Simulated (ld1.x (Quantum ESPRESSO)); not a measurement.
Transferability test, RRKJ potential for vanadium (V)

| Quantity | Value |
| --- | --- |
| Element | vanadium (V) |
| Generator | ld1.x (Quantum ESPRESSO) 7.5 |
| Type | norm-conserving RRKJ (Kleinman–Bylander form) |
| Functional | PBE |
| Relativity | scalar-relativistic |
| Frozen core | [Ne] |
| Valence charge | 13 |
| Reference configuration | 3s2 3p6 3d3 4s2 4p0 |
| Partial waves | 3s (bound): rc 1.10 bohr; 3p (bound): rc 1.40 bohr; 4f channel at -0.15 Ry: rc 1.25 bohr; 3d (bound): rc 1.30 bohr |
| Local potential | the d channel |
| Core correction | Bessel-smoothed model core inside 1.05 bohr |

Occupied shells without a wave of their own: 4s. They enter only through the test configuration that unscreens the potential, and ld1.x also counts them in the model core charge.

Energies are relative to the spin-unpolarised reference configuration 3s2 3p6 3d3 4s2 4p0; without spin polarisation the order of configurations can differ from experiment.

ld1.x takes every shell without a wave as core, so the model core holds the 4s electrons as well and exchange and correlation see them twice. This cancels in the reference configuration, but the file is broken for other ones, and its errors say nothing about a proper core correction.

```json
{"valence configuration": "3s2 3p6 3d3 4s1 4p0", "charge": "+1", "ΔE all-electron (eV)": "7.735", "error AE − PS (meV)": "-122"}
{"valence configuration": "3s2 3p6 3d3 4s0 4p0", "charge": "+2", "ΔE all-electron (eV)": "22.031", "error AE − PS (meV)": "-604"}
{"valence configuration": "3s2 3p6 3d2 4s0 4p0", "charge": "+3", "ΔE all-electron (eV)": "50.928", "error AE − PS (meV)": "-841"}
{"valence configuration": "3s2 3p6 3d3 4s0 4p2", "charge": "0", "ΔE all-electron (eV)": "6.855", "error AE − PS (meV)": "-64"}
{"valence configuration": "3s2 3p6 3d3 4s1 4p1", "charge": "0", "ΔE all-electron (eV)": "3.347", "error AE − PS (meV)": "-14"}
{"valence configuration": "3s2 3p6 3d1 4s0 4p0", "charge": "+4", "ΔE all-electron (eV)": "96.802", "error AE − PS (meV)": "-958"}
{"valence configuration": "3s1 3p6 3d3 4s2 4p0", "charge": "+1", "ΔE all-electron (eV)": "77.430", "error AE − PS (meV)": "-60"}
```

Levels in the configuration 3s1 3p6 3d3 4s2 4p0:

```tsv
level	all-electron (eV)	pseudo (eV)
3s	-85.232	-85.315
3p	-58.739	-58.814
3d	-18.603	-18.664
4s	-12.676	-12.758
```
